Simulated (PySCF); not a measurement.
C₂H₈N₂Si₂, SMILES N[Si@@H]1C=N[C@H]1[SiH3]. Geometry optimised at PBE-D3(BJ)/def2-SVP. The structure was generated by enumeration; whether it is a known compound was not checked. The values are those of a single conformer.

### Question
Give the equilibrium geometry at PBE-D3(BJ)/def2-SVP (PySCF confirms it by a frequency run) as a Z-matrix. (An estimate is asked for; the answer gives what the named calculation found.)

### Answer
One answer among several that fit: 
```
C
H 1 1.1124
N 1 1.5010 2 110.22
C 3 1.3001 1 104.85 2 112.08
H 4 1.1091 3 120.46 1 179.66
Si 1 1.8993 2 108.03 3 -123.41
H 6 1.5048 1 112.06 2 59.60
H 6 1.5050 7 108.81 1 -121.52
H 6 1.5068 7 108.80 8 -118.22
Si 4 1.9088 5 143.57 3 171.88
N 10 1.7278 4 126.70 5 66.80
H 11 1.0206 10 121.97 4 -121.98
H 11 1.0208 12 112.36 10 -162.60
H 10 1.5074 11 104.85 12 14.39
```
Charge 0, spin multiplicity 1.
